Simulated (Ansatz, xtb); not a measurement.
Two isomers of C4H6N2O

Structure I is `OCc1c[nH]cn1`, a singlet and structure II is `OCc1ncc[nH]1`, a singlet. Both are isolated molecules in the gas phase, relaxed with PBE0-D3(BJ)/def2-SVP; the shapes shown needn't be the lowest conformers.

I (Å):

```xyz
13

C    -0.6916   -0.3330   -0.1412
C     0.6400    0.2355   -0.5277
C     1.1929    1.4829   -0.3603
C     2.6110    0.1273   -1.3619
N     2.4554    1.3910   -0.8954
N     1.5357   -0.5911   -1.1510
O    -1.0995   -1.3021   -1.0584
H    -0.2782   -1.6917   -1.3950
H    -1.4496    0.4667   -0.0951
H    -0.6161   -0.7542    0.8848
H     0.8090    2.4015    0.0751
H     3.1366    2.1366   -0.9471
H     3.5259   -0.2112   -1.8478
```

II (Å):

```yaml
atoms:
  - { symbol: C, position_ang: [0.1235, -0.5277, -1.8983] }
  - { symbol: C, position_ang: [0.8227, 0.4258, -0.9876] }
  - { symbol: C, position_ang: [1.7310, 2.1373, -0.1022] }
  - { symbol: C, position_ang: [1.8579, 1.1253, 0.8204] }
  - { symbol: N, position_ang: [1.0855, 1.6889, -1.2219] }
  - { symbol: N, position_ang: [1.2681, 0.0363, 0.2317] }
  - { symbol: O, position_ang: [0.0685, -1.7736, -1.2513] }
  - { symbol: H, position_ang: [-0.3827, -2.4008, -1.8216] }
  - { symbol: H, position_ang: [0.6760, -0.5748, -2.8566] }
  - { symbol: H, position_ang: [-0.8835, -0.1283, -2.1277] }
  - { symbol: H, position_ang: [2.0743, 3.1672, -0.0121] }
  - { symbol: H, position_ang: [2.3019, 1.0859, 1.8114] }
  - { symbol: H, position_ang: [1.1618, -0.9017, 0.5964] }
```

Task: Estimate which is lower in electronic energy at CCSD(T)/def2-SVP + ΔMP2/def2-TZVPP, and by roughly how much.

Result: Too close to call at this level: CCSD(T)/def2-SVP + ΔMP2/def2-TZVPP gives E(II) − E(I) = −0.013 eV.

Level by level:

| level | geometry | E(II) − E(I) (eV) | departure from the last row (eV) | job, with rough time for the two |
| --- | --- | --- | --- | --- |
| GFN2-xTB | GFN2-xTB | +0.017 | +0.029 | optimisation, 0.26 s |
| HF/STO-3G | GFN2-xTB | −0.006 | +0.007 | single point, 0.84 s |
| r2SCAN-D4/def2-SVP | GFN2-xTB | −0.010 | +0.003 | single point, 5 s |
| PBE0-D3(BJ)/def2-SVP | PBE0-D3(BJ)/def2-SVP | +0.004 | +0.017 | optimisation, 51 s |
| HF/def2-SVP | PBE0-D3(BJ)/def2-SVP | −0.084 | −0.071 | part of the CCSD(T) run |
| MP2/def2-SVP | PBE0-D3(BJ)/def2-SVP | +0.006 | +0.019 | part of the CCSD(T) run |
| CCSD(T)/def2-SVP | PBE0-D3(BJ)/def2-SVP | +0.004 | +0.016 | single point |
| CCSD(T)/def2-SVP + ΔMP2/def2-TZVPP | PBE0-D3(BJ)/def2-SVP | −0.013 |  | single point, 85 s |

As drawn, both hold the same kinds of bond in the same numbers.

The largest departure from CCSD(T)/def2-SVP + ΔMP2/def2-TZVPP is that of HF/def2-SVP, 0.071 eV. The last row adds to CCSD(T) the change of the MP2 difference between the two basis sets, here −0.016 eV.

With thermal terms from frequencies at re-optimised GFN2-xTB minima (ideal gas, soft modes damped towards free rotors, one conformer each, 298.15 K, 1 atm): the zero-point term adds −0.002 eV; ΔH is −0.012 and ΔG −0.016 eV.

The correlated steps freeze 7 core orbitals. Programs: Ansatz 0.2.0, xtb 6.7.1; the last row on 2 threads of Intel(R) Xeon(R) Processor @ 2.70GHz on a shared host.
